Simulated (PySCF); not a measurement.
Ligands exchanged one at a time, Al NH2-I. Isolated molecules, 0 K electronic values unless said otherwise. Strings in code marks are SMILES.

The T1 excitation (TDA) from two functionals at the same geometries (B3LYP-D3(BJ)/def2-TZVP), both in PySCF: PBE-D3(BJ)/def2-TZVP and ωB97X-D3(BJ)/def2-TZVP. Excitations are Tamm–Dancoff values on a coarser integration grid. The basis has no diffuse functions, so Rydberg states are missing or too high.

| species | PBE-D3(BJ)/def2-TZVP (eV) | ωB97X-D3(BJ)/def2-TZVP (eV) |
|---|---|---|
| 0 of 3 NH2 replaced by I (`[NH2][Al]([NH2])[NH2]`) | 4.64 | 5.75 |
| 1 of 3 NH2 replaced by I (`[NH2][Al]([NH2])[I]`) | 4.56 | 5.77 |
| 2 of 3 NH2 replaced by I (`[NH2][Al]([I])[I]`) | 4.36 | 5.48 |
| 3 of 3 NH2 replaced by I (`[I][Al]([I])[I]`) | 3.76 | 4.91 |

Over these rows, drawn at random from the members with no instability flagged (it was tested for open shells, ions and some series alone), PBE minus ωB97X-D3(BJ): mean -1.15 eV, from -1.21 eV to -1.11 eV.
